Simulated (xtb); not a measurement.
Ga(F)2(OH) (F2GaHO), SMILES [OH][Ga]([F])[F]. All values are semi-empirical tight-binding results from xtb (GFN2-xTB unless named), good for trends rather than for accurate numbers. Coordinates come from a GFN2-xTB optimisation. Other conformers were not sampled.

Optimised geometry:

```xyz
5

Ga     0.0256    -0.0113     0.0000
F     -1.7154     0.0517     0.0000
F      0.7681    -1.5692     0.0000
O      0.9183     1.4677     0.0000
H      0.3847     2.2677     0.0000
```

For metal compounds this method's bond lengths and energies can be far off.

point group as xtb finds it: Cs
orbital gap: 4.29 eV
zero-point energy: 9.2 kcal/mol
G − E(el) at 298.15 K (modified RRHO): -9.7 kcal/mol

Give the atomic charges and the Wiberg bond orders between heavy atoms. (Estimate from the structure and the level; the computed values follow.)

charges (e) Ga1 0.33, F2 -0.19, F3 -0.16, O4 -0.35, H5 0.37. Bond orders Ga1–F2 1.12, Ga1–F3 1.18, Ga1–O4 1.27.
